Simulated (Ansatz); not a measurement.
Gas-phase electronic energies from Ansatz, PBE0-D4/def2-TZVP geometries. CBS: MP2 limit from def2 TZ/QZ plus the TZ coupled-cluster correction, frozen cores. DFT in def2-TZVPP. B3LYP here is the variant with VWN-RPA as its local correlation; programs differ in this. Elements past krypton have def2 core potentials. For Br, Sn outer-core shells are correlated without core-valence functions, which leaves a few kJ/mol of doubt a bond. Scalar relativity is left out up to krypton. One conformer a species, not always the lowest.

Consider the substitution at a C–Sn bond: `O[SiH2][CH2][SnH3]` + HBr → `O[SiH2]CBr` + `[SnH4]`.

(1) Is it downhill or uphill in electronic energy at CCSD(T)/CBS, and by how much? (An estimate is asked.)

(2) What do these levels give: PBE-D4, r2SCAN-D4, B3LYP-D4, ωB97M-V, B2PLYP, PBE, PBE0, CCSD/def2-TZVPP, CCSD(T)/def2-TZVPP, HF/def2-QZVPP, MP2/CBS(def2), CCSD/CBS(def2)? (An estimate is asked.)

Largest T1 diagnostic among the species: 0.013.

## Answers

(1) Ansatz gave: Uphill: ΔE = +0.59 eV.

(2) Computed: PBE-D4 0.49, r2SCAN-D4 0.51, B3LYP-D4 0.48, ωB97M-V 0.50, B2PLYP 0.48, PBE 0.45, PBE0 0.47, CCSD/def2-TZVPP 0.53, CCSD(T)/def2-TZVPP 0.54, HF/def2-QZVPP 0.41, MP2/CBS(def2) 0.64, CCSD/CBS(def2) 0.58 eV.

The D4 term adds +0.06 eV with B3LYP and +0.03 eV with PBE0; it sums over pairs of atoms, weighted by their polarisabilities, and B3LYP, whose exchange is more repulsive, gets the larger term. In def2-TZVPP, CCSD(T) changes the Hartree–Fock value by +0.15 eV (the triples alone add +0.01 eV) and MP2 by +0.19 eV.
